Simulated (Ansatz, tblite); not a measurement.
Removing an electron: ZnMeH (CH₄Zn). The state is a singlet with charge 0. Geometry: PBE-D4/def2-TZVP. Ansatz, gas phase; energy differences of separate SCF runs; the oxidised species was run as a doublet alone.

```csv
atom,x (Å),y (Å),z (Å)
Zn1,0.965,0.147,-0.757
C2,-0.554,-0.085,0.435
H3,-1.032,-1.063,0.276
H4,-1.311,0.695,0.263
H5,-0.240,-0.027,1.487
H6,2.172,0.332,-1.704
```

The xTB rows come from tblite. Correlated methods freeze 10 core orbitals.

| level | −HOMO (eV) | vertical IE (eV) | −LUMO (eV) | HOMO–LUMO gap (eV) |
| --- | --- | --- | --- | --- |
| GFN1-xTB | 10.68 | 14.14 | 4.56 | 6.12 |
| GFN2-xTB | 10.20 | 13.83 | 3.67 | 6.53 |
| HF/def2-TZVPP | – | 8.80 | – | – |
| PBE-D4/def2-TZVP | 6.37 | 9.74 | 0.98 | 5.39 |
| r2SCAN-D4/def2-TZVP | 6.61 | 9.74 | 0.57 | 6.04 |
| PBE0-D4/def2-TZVP | 7.50 | 9.80 | 0.26 | 7.24 |
| MP2/def2-TZVPP | – | 10.15 | – | – |
| CCSD/def2-TZVPP | – | 9.88 | – | – |
| CCSD(T)/def2-TZVPP | – | 9.94 | – | – |

Relaxing the oxidised species (PBE-D4/def2-TZVP) changes its energy by -0.34 eV at PBE-D4/def2-TZVP, so the adiabatic ionisation energy to this nearest minimum is 9.40 eV. At PBE0-D4/def2-TZVP it is 9.41 eV.   Raw xTB energy differences between charge states are shifted by several eV; the methods need an empirical correction for them.
